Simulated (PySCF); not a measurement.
A structure optimised at PBE0-D3(BJ)/def2-SVP, used in a PySCF frequency run:

```xyz
11

C     -2.3163     0.2467     0.8769
C     -1.1407    -0.7090     0.8799
Se     0.1394    -0.3976    -0.5642
C      1.2443     0.8417     0.4003
O      2.1935     1.4005    -0.0547
H     -3.0136     0.0013     1.6945
H     -1.9874     1.2880     1.0125
H     -2.8722     0.1957    -0.0711
H     -1.4618    -1.7542     0.7616
H     -0.5708    -0.6590     1.8217
H      0.8925     0.9662     1.4581
```
Charge 0, spin multiplicity 1.

Q: Write its SMILES and formula.

A: CC[Se]C=O, C₃H₆OSe

Q: What are its rotational constants (standard atomic weights)?

A: 5.7252, 2.0501, 1.6474 GHz
